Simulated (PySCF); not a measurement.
Ionisation energy of Ta(2+) by level of theory

Ta(2+) [Xe] 4f14 5d3 (4F) → Ta(3+) [Xe] 4f14 5d2 (3F), as a difference of total energies. All numbers are calculated (PySCF 2.14, scalar relativity through the core potential, in aug-cc-pwCVTZ-PP with ECP60MDF). Correlated levels: valence: 5s2 5p6 frozen; valence and next inner shell: nothing frozen outside the core potential. The calculations carry no spin-orbit coupling.

| method | ionisation energy (eV) |
| --- | --- |
| UHF | 23.125 |
| LDA | 24.487 |
| PBE | 24.372 |
| PBE0 | 24.264 |
| r2SCAN | 24.265 |
| B97-3 | 23.984 |
| B2PLYP | 23.865 |
| LC-wPBE | 24.132 |
| MP2 (valence) | 23.430 |
| SCS-MP2 (valence) | 23.227 |
| MP2 (valence and next inner shell) | 23.879 |
| SCS-MP2 (valence and next inner shell) | 23.663 |

Problem. How much does correlation contribute at MP2 (valence and next inner shell)?

Solution. 23.879 − (23.125) = 0.754 eV, measured against UHF.

The reference lies between the lowest fine-structure levels, while these numbers refer to the centres of the terms.

Errors of the correlated levels include the incompleteness of this basis and the frozen core.

For comparison: 23.1 ± 1.6 eV (theoretical estimate listed by NIST; NIST Atomic Spectra Database, ionization energies).
